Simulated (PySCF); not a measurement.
## Electronic structure of Os (osmium, neutral) at the B2PLYP level

Configuration: [Xe] 4f14 5d8, high-spin 3F determinant (an excited configuration). Calculation: PySCF 2.14, in aug-cc-pVTZ-PP with ECP60MDF; scalar relativity through the core potential.

* Total energy, PT2 part included: -90.4789 hartree
* One-electron energy: -157.3109 hartree
* Hartree (Coulomb) energy: 76.2386 hartree
* Exchange-correlation energy: -9.3332 hartree
* PT2 correlation before scaling by 0.27: -0.27182 hartree
* ⟨S²⟩: 2.0058
* ⟨L²⟩: 12.034
* Sum of ⟨r⟩: 25.21 bohr
* Sum of ⟨r²⟩: 50.89 bohr²

```csv
shell,electrons,mean orbital energy (eV),spread (eV),"rms radius, mean of both spins (bohr)"
5s α,1,-95.751,0,1.09
5s β,1,-94.062,0,1.09
5p α,3,-53.741,0,1.27
5p β,3,-51.403,0,1.27
5d α,5,-6.061,0.748,2.20
5d β,3,-4.916,0,2.20
```

Energies and moments cover only the electrons outside the core potential. Spin-orbit coupling, absent here, splits the open shell strongly.

The orbital energies are those of the SCF part of the double hybrid.
